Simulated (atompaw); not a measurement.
**How hard is this O (Z = 8) PAW (atompaw) potential?**

```
Element                 : O (Z = 8)
Generator               : atompaw 4.2.0.5
Type                    : PAW
Functional              : LDA (PW92)
Relativity              : non-relativistic
Frozen core             : [He]
Valence charge          : 6
Reference configuration : 2s2 2p4
Partial waves           : 2s (bound): rc 1.15 bohr; 2s channel at -1.1 Ry: rc 1.15 bohr; 2p (bound): rc 1.15 bohr; 2p channel at 0.95 Ry: rc 1.15 bohr; 3d channel at 0.15 Ry: rc 1.15 bohr
Local potential         : vpsmatchnc scheme with l = 3 at -0.5 Ry, radius 0.80 bohr
Core correction         : smooth core density matched at 1.15 bohr
Augmentation charge     : sinc compensation charge, radius 0.90 bohr; PAW radius 1.15 bohr; waves and projectors: custom polynom2 7 10 vanderbiltortho
```

The pseudo-atom Hamiltonian at the reference potential is diagonalised in spherical Bessel functions j_l(qr) that vanish at 20 bohr, with q² up to the cutoff. All-electron valence levels (Ry): 2s -1.7424, 2p -0.6765.

Q: How do the lowest levels (Ry) of each channel move with the cutoff, and are there ghosts?

A:

```tsv
cutoff (Ry)	s #1	p #1	d #1	f #1	Σ f·Δε (mRy)
8	-1.6659	-0.1573	0.0794	0.1205	2228.1
25	-1.7422	-0.6669	0.0794	0.1205	37.2
50	-1.7424	-0.6716	0.0794	0.1205	18.2
100	-1.7424	-0.6730	0.0794	0.1205	12.6
180	-1.7424	-0.6736	0.0794	0.1205	10.0
400	-1.7424	-0.6761	0.0794	0.1205	0.0
```

Result: no extra level below or beside the all-electron valence levels (s, p, d, f tested); 10 mRy is reached at 200 Ry and 1 mRy at over 300 Ry.
